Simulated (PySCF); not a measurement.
Pd (SMILES [Pd]), singlet (core potentials on Pd); DF-HF/def2-TZVPD in PySCF.

Input for PySCF:
```python
from pyscf import gto, scf
import numpy

mol = gto.Mole()
mol.atom = '''
    Pd    0.000000    0.000000    0.000000
'''
mol.basis = 'def2-tzvpd'
mol.ecp = {'Pd': 'def2-tzvpd'}
mol.charge = 0
mol.spin = 0
mol.verbose = 4
mol.build()
print('smallest overlap eigenvalue', numpy.linalg.eigvalsh(mol.intor('int1e_ovlp'))[0])

mf = scf.RHF(mol)
mf = mf.density_fit(auxbasis='def2-universal-jkfit')
mf = scf.addons.remove_linear_dep_(mf, threshold=1e-8, lindep=1e-8)
mf.kernel()
```

What the program printed (banner, timings and long lists left out):

```
PySCF version 2.14.0

[INPUT] verbose = 4
[INPUT] num. atoms = 1
[INPUT] num. electrons = 18
[INPUT] charge = 0
[INPUT] spin (= nelec alpha-beta = 2S) = 0
[INPUT] symmetry False subgroup None
[INPUT] Mole.unit = angstrom
[INPUT] Symbol           X                Y                Z      unit          X                Y                Z       unit  Magmom
[INPUT]  1 Pd     0.000000000000   0.000000000000   0.000000000000 AA    0.000000000000   0.000000000000   0.000000000000 Bohr   0.0

nuclear repulsion = 0
number of shells = 14
number of NR pGTOs = 65
number of NR cGTOs = 40
basis = def2-tzvpd
ecp = {'Pd': 'def2-tzvpd'}
input.py:18: DeprecationWarning: remove_linear_dep_ is deprecated and will be removed in a future release. Linear dependency handling is now built into the SCF procedure by default. Linear dependency removal can be controlled using the following settings:
  pyscf.scf.hf.remove_overlap_zero_eigenvalue = True
  pyscf.scf.hf.overlap_zero_eigenvalue_threshold = 1e-6

  mf = scf.addons.remove_linear_dep_(mf, threshold=1e-8, lindep=1e-8)
smallest overlap eigenvalue 0.021713199938450476

******** <class 'pyscf.df.df_jk.DFRHF'> ********
method = DFRHF
initial guess = minao
damping factor = 0
level_shift factor = 0
DIIS = <class 'pyscf.scf.diis.CDIIS'>
diis_start_cycle = 1
diis_space = 8
diis_damp = 0
SCF conv_tol = 1e-09
SCF conv_tol_grad = None
SCF max_cycles = 50
direct_scf = False
Set gradient conv threshold to 3.16228e-05
Initial guess from minao.
******** <class 'pyscf.df.df.DF'> ********
auxbasis = def2-universal-jkfit
init E= -117.29830481615
  HOMO = -1.21978011635542  LUMO = -0.392190591239475  gap/eV = 22.51986
cycle= 1 E= -126.407914844988  delta_E= -9.11  |g|= 2.06  |ddm|= 4.16

WARN: HOMO 0.0562826685128763 == LUMO 0.056282668512885

cycle= 2 E= -125.039736833883  delta_E= 1.37  |g|= 3.17  |ddm|= 5.22
  HOMO = -0.317462338844114  LUMO = -0.087995724758827  gap/eV = 6.24410
cycle= 3 E= -126.988027855184  delta_E= -1.95  |g|= 0.476  |ddm|= 4.99
  HOMO = -0.300140317097705  LUMO = 0.0125843538018229  gap/eV = 8.50967
cycle= 4 E= -127.029182041296  delta_E= -0.0412  |g|= 0.0595  |ddm|= 0.237
  HOMO = -0.317550872315403  LUMO = 0.0296097254301309  gap/eV = 9.44672
cycle= 5 E= -127.030172103932  delta_E= -0.00099  |g|= 0.00563  |ddm|= 0.0552
  HOMO = -0.32124538426874  LUMO = 0.0296165692554791  gap/eV = 9.54744
cycle= 6 E= -127.030181195137  delta_E= -9.09e-06  |g|= 0.0017  |ddm|= 0.00621
  HOMO = -0.321428472795681  LUMO = 0.0297374821005856  gap/eV = 9.55571
cycle= 7 E= -127.030183313932  delta_E= -2.12e-06  |g|= 0.000617  |ddm|= 0.00317
  HOMO = -0.321380398854569  LUMO = 0.0298542386878728  gap/eV = 9.55758
cycle= 8 E= -127.030184175063  delta_E= -8.61e-07  |g|= 0.000324  |ddm|= 0.00294
  HOMO = -0.321474824000935  LUMO = 0.0298263740528486  gap/eV = 9.55939
cycle= 9 E= -127.030184416834  delta_E= -2.42e-07  |g|= 0.000118  |ddm|= 0.00206
  HOMO = -0.32151703994519  LUMO = 0.0298115146791513  gap/eV = 9.56014
cycle= 10 E= -127.030184425407  delta_E= -8.57e-09  |g|= 2.25e-06  |ddm|= 0.000392
  HOMO = -0.321516989262961  LUMO = 0.0298116661309127  gap/eV = 9.56014
cycle= 11 E= -127.030184425411  delta_E= -3.61e-12  |g|= 5.34e-07  |ddm|= 9.95e-06
  HOMO = -0.321517059711857  LUMO = 0.0298116586317181  gap/eV = 9.56014
Extra cycle  E= -127.030184425411  delta_E= -2.42e-13  |g|= 2.68e-07  |ddm|= 1.99e-06
converged SCF energy = -127.030184425411
```
